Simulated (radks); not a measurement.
Effect of the nuclear size on the gallium ion Ga12+, [Ar] 3d1. Method: Dirac Kohn-Sham, BLYP, spin-unpolarised, spherical densities, finite nucleus; open shells are shared between the two j in proportion to 2j + 1; Fermi nuclear charge, rms radius 3.9973 fm; computed with a radial shooting solver on a logarithmic mesh with Libxc functionals. The rms radius is varied about that value; shifts are against it.

| rms radius (fm) | total energy shift (eV) | density at nucleus (e/bohr^3) | 1s1/2 shift (meV) | 2s1/2 shift (meV) | 3s1/2 shift (meV) | 3p1/2 shift (meV) | 4s1/2 (empty) shift (meV) |
|---|---|---|---|---|---|---|---|
| 3.4057 | -0.0777 | 2.861e+04 | -32.9 | -3.16 | -0.594 | 0.061 | -0.167 |
| 3.6935 | -0.0414 | 2.847e+04 | -17.5 | -1.68 | -0.316 | 0.032 | -0.089 |
| 3.9973 | 0 | 2.834e+04 | 0.000 | 0.000 | 0.000 | 0.000 | 0.000 |
| 4.2132 | 0.0313 | 2.825e+04 | 13.2 | 1.27 | 0.239 | -0.025 | 0.067 |
| 4.469 | 0.0703 | 2.815e+04 | 29.7 | 2.86 | 0.537 | -0.055 | 0.151 |

Slopes of the eigenvalues against <r^2> in GHz/fm^2, as finite differences over the two radii next to the reference (eigenvalue slopes, not the field-shift constants of lines): 1s1/2 1810, 2s1/2 174, 3s1/2 32.7, 3p1/2 -3.35, 4s1/2 (empty) 9.18.
